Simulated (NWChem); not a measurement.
Everything below was run with NWChem. System: CH7BO, charge 1, spin multiplicity 2, at the geometry of a parent with another charge or spin, in a state set for the comparison that need not be this species' ground state. Its SCF solution wasn't tested for a lower state.

The NWChem input:

```
start mol
memory heap 200 mb stack 900 mb global 1100 mb
charge 1
geometry units angstroms nocenter noautoz noautosym
  B     -1.282449    -0.291029    -0.610096
  H     -1.731704    -0.749967     0.430853
  H     -1.585275     0.866468    -0.829838
  H     -1.347787    -1.038617    -1.568943
  C      0.799201     0.513223     0.810331
  O      0.360404    -0.213781    -0.346900
  H      0.365874     0.084677     1.727303
  H      0.437184     1.540347     0.683752
  H      1.898073     0.504717     0.850889
  H      0.697443    -1.121573    -0.330315
end
basis spherical
  * library 3-21g
end
dft
  xc xpbe96 cpbe96
  odft
  mult 2
  semidirect memsize 60000000 filesize 0
  iterations 100
end
task dft energy
```

The output up to the point where the run's verdict is printed (cleaned and shortened):

```
             Northwest Computational Chemistry Package (NWChem) 7.3.0
             --------------------------------------------------------

                                NWChem Input Module
                                -------------------

 Scaling coordinates for geometry "geometry" by  1.889725989
 (inverse scale =  0.529177249)

                             Geometry "geometry" -> ""
                             -------------------------

 Output coordinates in angstroms (scale by  1.889725989 to convert to a.u.)

  No.       Tag          Charge          X              Y              Z
 ---- ---------------- ---------- -------------- -------------- --------------
    1 B                    5.0000    -1.28244900    -0.29102900    -0.61009600
    2 H                    1.0000    -1.73170400    -0.74996700     0.43085300
    3 H                    1.0000    -1.58527500     0.86646800    -0.82983800
    4 H                    1.0000    -1.34778700    -1.03861700    -1.56894300
    5 C                    6.0000     0.79920100     0.51322300     0.81033100
    6 O                    8.0000     0.36040400    -0.21378100    -0.34690000
    7 H                    1.0000     0.36587400     0.08467700     1.72730300
    8 H                    1.0000     0.43718400     1.54034700     0.68375200
    9 H                    1.0000     1.89807300     0.50471700     0.85088900
   10 H                    1.0000     0.69744300    -1.12157300    -0.33031500

 Effective nuclear repulsion energy (a.u.)      80.4535880427

            Nuclear Dipole moment (a.u.)
            ----------------------------
        X                 Y               Z
 ---------------- ---------------- ----------------
     0.0000018897    -0.0000056692     0.0000132281


 Summary of "ao basis" -> "" (spherical)
 ------------------------------------------------------------------------------
       Tag                 Description            Shells   Functions and Types
 ---------------- ------------------------------  ------  ---------------------
 *                           3-21g                    on all atoms
[...]
 d= 0,ls=0.5,diis    75   -141.0135842655  4.96D-05  1.08D-04  1.55D-04    19.8
                                                     6.14D-05  7.85D-05
 d= 0,ls=0.5,diis    76   -141.0135545391  2.97D-05  6.19D-05  2.22D-04    20.1
                                                     6.06D-05  1.05D-04
 d= 0,ls=0.5,diis    77   -141.0136165252 -6.20D-05  6.68D-05  1.32D-04    20.4
                                                     6.48D-05  7.18D-05
 d= 0,ls=0.5,diis    78   -141.0136643942 -4.79D-05  2.85D-05  7.75D-05    20.7
                                                     5.62D-05  4.91D-05
 d= 0,ls=0.5,diis    79   -141.0136886917 -2.43D-05  3.21D-05  6.26D-05    21.0
                                                     5.74D-05  4.21D-05
 d= 0,ls=0.5,diis    80   -141.0137144165 -2.57D-05  1.47D-05  4.36D-05    21.2
                                                     5.06D-05  3.31D-05
 d= 0,ls=0.5,diis    81   -141.0137256001 -1.12D-05  7.81D-06  4.66D-05    21.5
                                                     4.94D-05  3.35D-05
 d= 0,ls=0.5,diis    82   -141.0137396019 -1.40D-05  2.67D-05  4.28D-05    21.8
                                                     4.70D-05  3.11D-05
 d= 0,ls=0.5,diis    83   -141.0137469674 -7.37D-06  3.01D-05  4.85D-05    22.1
                                                     4.34D-05  3.29D-05
 d= 0,ls=0.5,diis    84   -141.0137520340 -5.07D-06  1.97D-05  5.58D-05    22.4
                                                     4.11D-05  3.56D-05
 d= 0,ls=0.5,diis    85   -141.0137601429 -8.11D-06  3.82D-05  5.67D-05    22.7
                                                     3.92D-05  3.55D-05
 d= 0,ls=0.5,diis    86   -141.0137601364  6.52D-09  1.93D-05  6.98D-05    22.9
                                                     3.64D-05  4.05D-05
 d= 0,ls=0.5,diis    87   -141.0137672326 -7.10D-06  2.25D-05  6.95D-05    23.2
                                                     3.46D-05  4.00D-05
 d= 0,ls=0.5,diis    88   -141.0137712878 -4.06D-06  1.54D-05  7.41D-05    23.5
                                                     3.40D-05  4.15D-05
 d= 0,ls=0.5,diis    89   -141.0137778107 -6.52D-06  7.14D-05  7.41D-05    23.8
                                                     6.07D-05  4.12D-05
 d= 0,ls=0.5,diis    90   -141.0138125173 -3.47D-05  2.27D-05  2.98D-05    24.1
                                                     3.80D-05  2.14D-05
 d= 0,ls=0.5,diis    91   -141.0138152240 -2.71D-06  2.49D-05  3.80D-05    24.3
                                                     3.67D-05  2.41D-05
 d= 0,ls=0.5,diis    92   -141.0138191553 -3.93D-06  3.17D-05  4.23D-05    24.6
                                                     3.30D-05  2.50D-05
 d= 0,ls=0.5,diis    93   -141.0138196146 -4.59D-07  2.66D-05  5.09D-05    24.9
                                                     2.99D-05  2.79D-05
 d= 0,ls=0.5,diis    94   -141.0138208589 -1.24D-06  2.24D-05  5.68D-05    25.2
                                                     3.60D-05  2.98D-05
 d= 0,ls=0.5,diis    95   -141.0138365122 -1.57D-05  9.12D-06  3.87D-05    25.5
                                                     3.33D-05  2.22D-05
 d= 0,ls=0.5,diis    96   -141.0138457422 -9.23D-06  6.65D-06  3.25D-05    25.7
                                                     3.07D-05  1.91D-05
 d= 0,ls=0.5,diis    97   -141.0138516234 -5.88D-06  5.12D-06  3.11D-05    26.0
                                                     3.06D-05  1.83D-05
 d= 0,ls=0.5,diis    98   -141.0138588022 -7.18D-06  8.71D-06  2.70D-05    26.3
                                                     2.85D-05  1.65D-05
 d= 0,ls=0.5,diis    99   -141.0138630040 -4.20D-06  2.16D-05  2.73D-05    26.6
                                                     2.62D-05  1.64D-05
 d= 0,ls=0.5,diis   100   -141.0138637814 -7.77D-07  3.07D-05  3.24D-05    26.9
                                                     2.51D-05  1.81D-05
```

The run did not converge; its last values are not results. The next line reads: Calculation failed to converge. NWChem stopped with the message: dft energy failed.
